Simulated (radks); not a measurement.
Task: Excited configurations of the titanium ion Ti3+: one electron is placed in a higher orbital outside [Ar]. The ground configuration is [Ar] 3d1. All-electron calculation, non-relativistic Kohn-Sham, r2SCAN, spin-polarised, spherical densities, point nucleus; open shells are filled with parallel spins first; meta-GGA in the generalised Kohn-Sham scheme. Program: a radial shooting solver on a logarithmic mesh with Libxc functionals. Excitation = E - E(ground); binding = E(ion) - E, where the ion is the core of charge +4; n* = 4/sqrt(2 binding) in atomic units, and the quantum defect is n - n*.

outer orbital  excitation (eV)  binding (eV)     n*  quantum defect  eigenvalue (eV)  <r> (bohr)
4s                      10.321        32.844  2.575           1.425          -29.641       2.561
4d                      24.253        18.912  3.393           0.607          -16.488       3.630
5p                      28.454        14.710  3.847           1.153          -13.243       5.400
5d                      31.862        11.302  4.389           0.611          -10.036       6.548
6s                      32.708        10.457  4.563           1.437           -9.455       7.903
6p                      33.868         9.297  4.839           1.161           -8.394       8.665
6d                      35.633         7.531  5.376           0.624           -6.747       10.21
6f                      36.928         6.237  5.908           0.092           -5.543       11.63
7p                      36.747         6.417  5.824           1.176           -5.806       12.67

Estimate the row for 4f.

Result: excitation (eV) 29.562; binding (eV) 13.603; n* 4.000; quantum defect 0.000; eigenvalue (eV) -11.582; <r> (bohr) 4.388. The Delta-SCF ionisation energy is 43.164 eV (NIST Atomic Spectra Database: 43.267 eV, measured). Self-interaction in the functional shifts the binding energies and quantum defects, so they are the method's values and not measured ones. Open shells are spherical and high-spin; term and fine-structure splittings are not resolved.
